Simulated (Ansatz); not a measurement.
# Cost against result

Saddle point of SiH4F4, closed shell (SiH₂F₂ ([F][SiH2][F]) + HF + HF → SiHF₃ ([F][SiH]([F])[F]) + HF + H₂; bonds formed: Si1–F7, H2–H8, H6–F9; bonds broken: Si1–H2, H6–F7, H8–F9), PBE0-D4/def2-TZVP structure:

Si1  (-0.711, 0.207, -0.573)
H2  (-0.481, -0.321, 0.965)
F3  (-0.310, -0.931, -1.597)
F4  (-2.227, -0.216, -0.231)
H5  (-0.957, 1.579, -1.023)
H6  (1.587, 0.083, 0.413)
F7  (1.055, 0.712, -0.440)
H8  (0.429, -0.537, 1.194)
F9  (1.615, -0.575, 1.293)
(Å)

Barriers are electronic and count from the start structure reached by relaxing down the imaginary mode.

Ansatz 0.2.0; basis: as named in each row; cores frozen in the correlated methods. B3LYP uses VWN-RPA correlation. Extrapolation: Hartree–Fock as exp(−7.88 √X), correlation as X^−2.97.

Times are rough, for one single point on 4 threads of a shared host (Arm Neoverse V2).

The estimate by CCSD(T) at an estimated basis limit (MP2 extrapolated from triple and quadruple zeta, plus CCSD(T) − MP2 in triple zeta) is 34.09 kcal/mol.

| method | basis | time (s) | barrier (kcal/mol) | method less estimate |
| --- | --- | --- | --- | --- |
| HF | STO-3G | under 1 | 58.32 | 24.23 |
| PBE-D4 | STO-3G | under 1 | -11.37 | -45.46 |
| SPW92 | def2-SVP | under 1 | 6.15 | -27.94 |
| PBE-D4 | def2-SVP | under 1 | 18.00 | -16.09 |
| B3LYP-D4 | 6-31G | under 1 | 34.69 | 0.60 |
| PBE0-D4 | def2-SVP | under 1 | 25.05 | -9.04 |
| SPW92 | def2-TZVPP | under 1 | 10.84 | -23.25 |
| PBE-D4 | def2-TZVPP | 1 | 22.20 | -11.89 |
| BLYP-D4 | def2-TZVPP | 1 | 26.87 | -7.22 |
| B3LYP-D4 | def2-TZVPP | 2 | 30.38 | -3.71 |
| BHLYP-D4 | def2-TZVPP | 2 | 36.34 | 2.25 |
| PBE0-D4 | def2-TZVPP | 2 | 27.59 | -6.50 |
| CAM-B3LYP-D4 | def2-TZVPP | 2 | 29.89 | -4.20 |
| r2SCAN-D4 | def2-TZVPP | 2 | 23.66 | -10.43 |
| r2SCAN0-D4 | def2-TZVPP | 3 | 28.15 | -5.94 |
| wB97M-V | def2-SVP | 3 | 26.76 | -7.33 |
| CCSD(T) | def2-SVP | 3 | 36.60 | 2.52 |
| B2PLYP | def2-TZVPP | 3 | 31.95 | -2.14 |
| PBE-QIDH | def2-TZVPP | 3 | 31.25 | -2.83 |
| RPA on PBE | def2-TZVPP | 3 | 33.23 | -0.86 |
| wB97X-V | def2-TZVPP | 4 | 30.78 | -3.31 |
| wB97M-V | def2-TZVPP | 5 | 30.20 | -3.89 |
| B97M-V | def2-TZVPP | 6 | 28.81 | -5.28 |
| MP2 | def2-QZVPP | 12 | 32.50 | -1.59 |
| CCSD(T) | def2-TZVPP | 100 | 33.72 | -0.37 |

All methods are single points on the PBE0-D4 structures; a negative value means that the method puts the saddle structure below the start.

T1 diagnostic: at most 0.013.

Labels in which every atom is bracketed show which atoms are joined, not bond orders.
